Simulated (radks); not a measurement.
Q: Species: Ta10+. Configuration: [Kr] 4d10 4f13 5s2 5p2. Calculated with a radial shooting solver on a logarithmic mesh with Libxc functionals: scalar-relativistic Kohn-Sham, PBE, spin-polarised, spherical densities, point nucleus; open shells are filled with parallel spins first (spin-orbit coupling, left out, can overturn this in heavy ions). Some entries of the table are withheld. Estimate them.

orbital  occ.  eigenvalue (Ry)  <r> (bohr)
1s up       1        -4964.840     0.01866
1s down     1        -4964.821     0.01866
2s up       1        -863.7042     0.07894
2s down     1        -863.6935     0.07894
2p up       3        -758.4431     0.07056
2p down     3        -758.4267     0.07056
3s up       1        -207.7360      0.2048
3s down     1        -207.6818      0.2047
3p up       3        -176.4308      0.2048
3p down     3        -176.3744      0.2048
3d up       5        -139.9308      0.1856
3d down     5        -139.8847      0.1855
4s up       1        -52.45984      0.4579
4s down     1        -52.35522      0.4579
4p up       3        -42.16764      0.4862
4p down     3        -42.06300      0.4861
4d up       5        -28.99145      0.5192
4d down     5        -28.88047      0.5186
5s up       1        -16.96448       1.017
5s down     1        -16.70915       1.017
4f up       7        -14.30968      0.5915
4f down     6        -14.17344      0.5883
5p up       2        -14.04621       1.126
5p down     0        -13.78794       1.129
5d up       0        -10.28547       1.329
5d down     0        -10.05193       1.339
6s up       0              (1)         (2)
6s down     0              (3)         (4)

A: 
(1) 6s up eigenvalue (Ry): -8.28829
(2) 6s up <r> (bohr): 1.913
(3) 6s down eigenvalue (Ry): -8.15584
(4) 6s down <r> (bohr): 1.920
